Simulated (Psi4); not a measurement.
iodoethane (C$_{2}$H$_{5}$I), singlet, at a GFN2-xTB geometry (core potentials on I); B3LYP/def2-SVP (Psi4).

The Psi4 input:
```
memory 2 GB

molecule {
0 1
  C    -2.41282299   -0.33439221   -0.19734937
  C    -1.09297230   -1.03502268   -0.42130964
  I     0.58937418    0.22523880    0.10213485
  H    -2.53635536   -0.05580000    0.84720779
  H    -3.22617604   -1.00502504   -0.47345954
  H    -2.48722794    0.56497300   -0.80528000
  H    -1.00085071   -1.92477394    0.19601841
  H    -0.95144947   -1.30054098   -1.46567976
}

set basis def2-svp
set basis_guess sto-3g

energy('b3lyp')
print_variables()
```

Problem. What does Psi4 print? Leave out banner, timings and long lists.

Solution. 
```
  //>>>>>>>>>>>>>>>>>>>>>>>>>>>>>>>>>>>//
  //      Guess SCF, STO-3G Basis      //
  //<<<<<<<<<<<<<<<<<<<<<<<<<<<<<<<<<<<//

   => Loading Basis Set <=

    Name: STO-3G
    Role: ORBITAL
    Keyword: BASIS

         ---------------------------------------------------------
                           SCF Castup computation
         ---------------------------------------------------------
                                   SCF
               by Justin Turney, Rob Parrish, Andy Simmonett
                          and Daniel G. A. Smith
                              RKS Reference
         ---------------------------------------------------------

  ==> Geometry <==

    Molecular point group: c1
    Full point group: C1

    Geometry (in Angstrom), charge = 0, multiplicity = 1:

       Center              X                  Y                   Z               Mass
    ------------   -----------------  -----------------  -----------------  -----------------
         C           -2.556739027867    -0.388261347511    -0.221864362363    12.000000000000
         C           -1.236888337867    -1.088891817511    -0.445824632363    12.000000000000
         I            0.445458142133     0.171369662489     0.077619857637   126.904471900000
         H           -2.680271397867    -0.109669137511     0.822692797637     1.007825032230
         H           -3.370092077867    -1.058894177511    -0.497974532363     1.007825032230
         H           -2.631143977867     0.511103862489    -0.829794992363     1.007825032230
         H           -1.144766747867    -1.978643077511     0.171503417637     1.007825032230
         H           -1.095365507867    -1.354410117511    -1.490194752363     1.007825032230

  Running in c1 symmetry.

  Rotational constants: A =      0.98416  B =      0.09869  C =      0.09282 [cm^-1]
  Rotational constants: A =  29504.48401  B =   2958.77578  C =   2782.69774 [MHz]
  Nuclear repulsion =  214.755866676229118

  Charge       = 0
  Multiplicity = 1
  Electrons    = 70
  Nalpha       = 35
  Nbeta        = 35

  ==> Algorithm <==

  SCF Algorithm Type is DF.
  DIIS enabled.
  MOM disabled.
  Fractional occupation disabled.
  Guess Type is SAD.
  Energy threshold   = 1.00e-06
  Density threshold  = 1.00e-06
  Integral threshold = 1.00e-12

  ==> Primary Basis <==

  Basis Set: STO-3G
    Blend: STO-3G
    Number of shells: 22
    Number of basis functions: 42
    Number of Cartesian functions: 44
    Spherical Harmonics?: true
    Max angular momentum: 2

  ==> DFT Potential <==

   => LibXC <=

    Version 7.1.2
    S. Lehtola, C. Steigemann, M. J. T. Oliveira, and M. A. L. Marques,  SoftwareX 7, 1–5 (2018) (10.1016/j.softx.2017.11.002)

   => Composite Functional: B3LYP <=

    B3LYP Hyb-GGA Exchange-Correlation Functional

    P. J. Stephens, F. J. Devlin, C. F. Chabalowski, and M. J. Frisch,  J. Phys. Chem. 98, 11623 (1994) (10.1021/j100096a001)

    Deriv               =              1
    GGA                 =           TRUE
    Meta                =          FALSE

    Exchange Hybrid     =           TRUE
    MP2 Hybrid          =          FALSE

   => Exchange Functionals <=

    0.0800   Slater exchange
    0.7200         Becke 88

   => Exact (HF) Exchange <=

    0.2000               HF

   => Correlation Functionals <=

    0.1900   Vosko, Wilk & Nusair (VWN5_RPA)
    0.8100   Lee, Yang & Parr

   => LibXC Density Thresholds  <==

    XC_HYB_GGA_XC_B3LYP:  1.00E-15

   => Molecular Quadrature <=

    Radial Scheme          =       TREUTLER
    Pruning Scheme         =           NONE
    Nuclear Scheme         =       TREUTLER

    Blocking Scheme        =         OCTREE
    BS radius alpha        =              1
    Pruning alpha          =              1
    Radial Points          =             75
    Spherical Points       =            302
    Total Points           =         168815
    Total Blocks           =           1326
    Max Points             =            256
[...]
  @DF-RKS Final Energy: -6995.06471620586490
    Total Energy =                      -6995.0647162058648973
[...]
  Nuclear repulsion =  120.823966675331988

  Charge       = 0
  Multiplicity = 1
  Electrons    = 42
  Nalpha       = 21
  Nbeta        = 21

  ==> Algorithm <==

  SCF Algorithm Type is DF.
  DIIS enabled.
  MOM disabled.
  Fractional occupation disabled.
  Guess Type is SAD.
  Energy threshold   = 1.00e-06
  Density threshold  = 1.00e-06
  Integral threshold = 1.00e-12

  ==> Primary Basis <==

  Basis Set: DEF2-SVP
    Blend: DEF2-SVP
    Number of shells: 37
    Number of basis functions: 79
    Number of Cartesian functions: 83
    Spherical Harmonics?: true
    Max angular momentum: 2

  Core potential: DEF2-SVP
    Number of shells: 4
    Number of ECP primitives: 29
    Number of ECP core electrons: 28
    Max angular momentum: 3

  ==> DFT Potential <==

   => LibXC <=

    Version 7.1.2
    S. Lehtola, C. Steigemann, M. J. T. Oliveira, and M. A. L. Marques,  SoftwareX 7, 1–5 (2018) (10.1016/j.softx.2017.11.002)

   => Composite Functional: B3LYP <=

    B3LYP Hyb-GGA Exchange-Correlation Functional

    P. J. Stephens, F. J. Devlin, C. F. Chabalowski, and M. J. Frisch,  J. Phys. Chem. 98, 11623 (1994) (10.1021/j100096a001)

    Deriv               =              1
    GGA                 =           TRUE
    Meta                =          FALSE

    Exchange Hybrid     =           TRUE
    MP2 Hybrid          =          FALSE

   => Exchange Functionals <=

    0.0800   Slater exchange
    0.7200         Becke 88

   => Exact (HF) Exchange <=

    0.2000               HF

   => Correlation Functionals <=

    0.1900   Vosko, Wilk & Nusair (VWN5_RPA)
    0.8100   Lee, Yang & Parr

   => LibXC Density Thresholds  <==

    XC_HYB_GGA_XC_B3LYP:  1.00E-15

   => Molecular Quadrature <=

    Radial Scheme          =       TREUTLER
    Pruning Scheme         =           NONE
    Nuclear Scheme         =       TREUTLER

    Blocking Scheme        =         OCTREE
    BS radius alpha        =              1
    Pruning alpha          =              1
    Radial Points          =             75
    Spherical Points       =            302
    Total Points           =         170826
    Total Blocks           =           1341
    Max Points             =            256
    Max Functions          =             79
    Weights Tolerance      =       1.00E-15

   => Loading Basis Set <=

    Name: (DEF2-SVP AUX)
    Role: JKFIT
    Keyword: DF_BASIS_SCF

  Computing basis projection from STO-3G to DEF2-SVP

Traceback (most recent call last):
  File "psi4", line 375, in <module>
  File "<string>", line 29, in <module>
  File "site-packages/psi4/driver/driver.py", line 533, in energy
  File "site-packages/psi4/driver/procrouting/proc.py", line 2760, in run_scf
  File "site-packages/psi4/driver/procrouting/proc.py", line 1992, in scf_helper

psi4.driver.p4util.exceptions.ValidationError: Projecting from basis (STO-3G) with (0) ECP electrons to basis (DEF2-SVP) with (28) ECP electrons will be a disaster. Select a compatible cast-up basis with `set guess_basis YOUR_BASIS_HERE`.

Printing out the relevant lines from the Psithon --> Python processed input file:
      H    -0.95144947   -1.30054098   -1.46567976
    """)
    core.IO.set_default_namespace("")
    core.set_global_option("BASIS", "def2-svp")
    core.set_global_option("BASIS_GUESS", "sto-3g")
--> energy('b3lyp')
    print_variables()

!----------------------------------------------------------------------------------!
!                                                                                  !
!  Projecting from basis (STO-3G) with (0) ECP electrons to basis (DEF2-SVP) with  !
!     (28) ECP electrons will be a disaster. Select a compatible cast-up basis     !
!     with `set guess_basis YOUR_BASIS_HERE`.                                      !
!                                                                                  !
!----------------------------------------------------------------------------------!
```

The program stopped with an error.
